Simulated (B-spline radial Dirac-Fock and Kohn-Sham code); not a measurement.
## Photoionisation of nitrogen ions at Cr Kα (5414.7 eV)

These are calculated numbers from a B-spline atomic structure program; the model is the independent-particle Dirac-Slater model, thresholds from Dirac-Fock. Cross sections in kb; a dash marks an empty subshell or a threshold above the photon energy.

```
ion  configuration   total     1s      2s     2p1/2     2p3/2
  N   [He] 2s2 2p3  0.5658  0.537  0.0282  0.000197  0.000388
N²⁺   [He] 2s2 2p1  0.5752  0.539  0.0356  0.000101  0.000199
N⁵⁺            1s2  0.5621  0.562       –         –         –
```
